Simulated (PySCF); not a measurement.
Polarisability and C₆ of Rh²⁺ (rhodium, charge +2)

[Kr] 4d7, high-spin 4F determinant. All numbers are calculated (PySCF 2.14, a scalar-relativistic core potential, in aug-cc-pVTZ-PP with one added diffuse shell each of s, p, d, f, g type with ECP28MDF (7s7p6d4f3g, 113 functions)). Coupled (time-dependent) response in atomic units; α is the mean over directions.

```json
{"method": "revPBE", "mean α (bohr³)": "7.763", "C₆ (like pair)": "41.37", "S(−4)": "17.15"}
{"method": "BHandHLYP", "mean α (bohr³)": "7.154", "C₆ (like pair)": "37.71", "S(−4)": "13.37"}
```

S(−4) is the Cauchy moment in α(ω) = α(0) + S(−4) ω² + …

Spin-orbit coupling is absent.

α(iu) at BHandHLYP:

```tsv
u (hartree)	α(iu) (bohr³)
0	7.154
0.0500	7.121
0.100	7.024
0.200	6.682
0.300	6.225
0.500	5.264
0.750	4.253
1.00	3.477
1.50	2.415
2.00	1.753
3.00	1.019
5.00	0.4497
```

For an ion, C₆ is the dispersion term alone; charge-induced terms of lower order in 1/R come first.

Energies and moments cover only the electrons outside the core potential.
